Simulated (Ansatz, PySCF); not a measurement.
Pulling on the B1–H2 bond in BBrH2 (SMILES BBr) (multiplicity 1 held, fragments rigid). Energies count from the point at 1.183 Å.
Geometry at that point (charge 0, multiplicity 1):
```csv
atom,x (Å),y (Å),z (Å)
B,-0.8490,-1.2912,0.2112
H,-0.4717,-2.0737,1.0149
H,-1.8265,-1.4215,-0.4431
Br,0.1869,0.2843,-0.0465
```

U- levels take the lowest unrestricted solution at each point, which mixes spins at long bonds. Levels need not reach the same state.

Frozen-core correlation. Filled d and f shells under p-block atoms count as core. Rows in LANL2DZ carry no dispersion term and start afresh at each structure. LANL2DZ brings its own core potentials from Na on.

Codes used: Ansatz (a program for electronic structure); PySCF for LANL2DZ rows. 

Q: What energy at R = 3.787 Å does R-BP86/LANL2DZ give?

A: 551 kJ/mol

Q: Give the energy at R = 3.787 Å at the level U-SCS-MP2/cc-pVTZ.

A: 459 kJ/mol

Q: Estimate the energy at R = 3.787 Å that R-B3LYP/LANL2DZ returns for this input.

A: 603 kJ/mol

Doubts at one or more of the structures used: a spin-contaminated determinant (U-SCS-MP2/cc-pVTZ).
